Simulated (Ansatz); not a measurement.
CH$_{4}$N (SMILES C[NH]), doublet, at a GFN2-xTB geometry; HF/cc-pVDZ (Ansatz, a program for electronic structure).

Here is a job for Ansatz.
Ansatz 0.2 input:
```yaml
crystal:
  periodic: [false, false, false]
  atoms:
    - {symbol: C, position_ang: [0.05090308, 0.60657921, 0.04088531]}
    - {symbol: N, position_ang: [0.00214245, -0.78641762, 0.06273665]}
    - {symbol: H, position_ang: [-0.95624751, 1.05804230, 0.01396982]}
    - {symbol: H, position_ang: [-0.49330169, -1.14841740, -0.75166274]}
    - {symbol: H, position_ang: [0.58554129, 0.96413175, 0.92219723]}
    - {symbol: H, position_ang: [0.54359232, 0.99169139, -0.86897269]}
basis:
  gaussian:
    orbitals: cc-pVDZ
    occupation: {up: {"A'": 8, "A''": 1}, down: {"A'": 7, "A''": 1}}
hamiltonian:
  xc: hf
magnetization: {spin_polarized: true, initial_magnetization: 1}
```

Problem. Predict the main parts of the log of this Ansatz run.

Solution. 
```
Functional definition: HF
the irreps are read with x along [0.033, 0.999, -0.019], y along [0.507, -0.000, 0.862] and z along [0.861, -0.038, -0.507] of the geometry given
439 factors; integrals over basis functions are off by at most 1.1e-3 eV
mean field evaluation 1: about -2564.2046 eV, gradient 1.3e1 eV
mean field evaluation 2: about -2565.8117 eV, gradient 1.7e0 eV
mean field evaluation 4: about -2566.0973 eV, gradient 4.3e-2 eV
mean field evaluation 8: about -2566.2151 eV, gradient 1.8e-6 eV
mean field -2566.21511624 eV, -94.3066660786 hartree, gradient 2.3e-6 eV, S^2 0.751770; 0 other end points of the search recorded, 0 dependent functions left out
reference -2566.21511624 eV, -94.3066660786 hartree; 9, 8 occupied and 39, 40 virtual orbitals, 439 factors
Total energy: -2566.21511624 eV, -94.3066660786 hartree
```
